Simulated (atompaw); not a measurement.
# Reading a pseudo-wave (Au (Z = 79))

Columns: radius, all-electron u(r) and pseudo u(r) of the 5p shell (level -95.98 eV) of gold in the configuration [Kr] 4d10 4f14 5s2 5p6 5d8 6s0 6p0; LDA (PW92), scalar-relativistic, PAW (atompaw) scheme, atompaw 4.2.0.5.

```tsv
r (bohr)	all-electron	pseudo
0.083	0.1186	0.0258
0.165	0.3296	0.0994
0.248	-0.2906	0.2158
0.331	-0.6156	0.3635
0.413	-0.4792	0.5267
0.496	-0.0992	0.6949
0.579	0.3220	0.8516
0.662	0.6767	0.9842
0.744	0.9252	1.0822
0.827	1.0745	1.1423
0.910	1.1382	1.1619
0.992	1.1378	1.1440
1.075	1.0934	1.0943
1.158	1.0212	1.0212
1.240	0.9347	0.9347
1.323	0.8409	0.8409
1.406	0.7469	0.7469
1.488	0.6577	0.6577
1.571	0.5735	0.5735
1.654	0.4967	0.4967
1.737	0.4276	0.4276
1.819	0.3671	0.3671
1.902	0.3132	0.3132
1.985	0.2662	0.2662
2.067	0.2260	0.2260
2.150	0.1909	0.1909
```

(1) How many radial nodes do the two functions have?

(2) At about which radius was the pseudo-wave matched?

(3) Is the pseudo-wave norm-conserving?

Answers

(1) The all-electron 5p function has n − l − 1 = 3 (the table is too coarse to show those close to the nucleus); the pseudo-wave has 0, since the states of the same l below it are removed with the core.

(2) 1.25 bohr. The columns agree to 0.0005 from 1.16 bohr on; several derivatives are matched, so the curves merge somewhat inside the radius.

(3) No, it belongs to a PAW set: the norm inside the radius is not constrained, and the difference is carried by the augmentation charge.
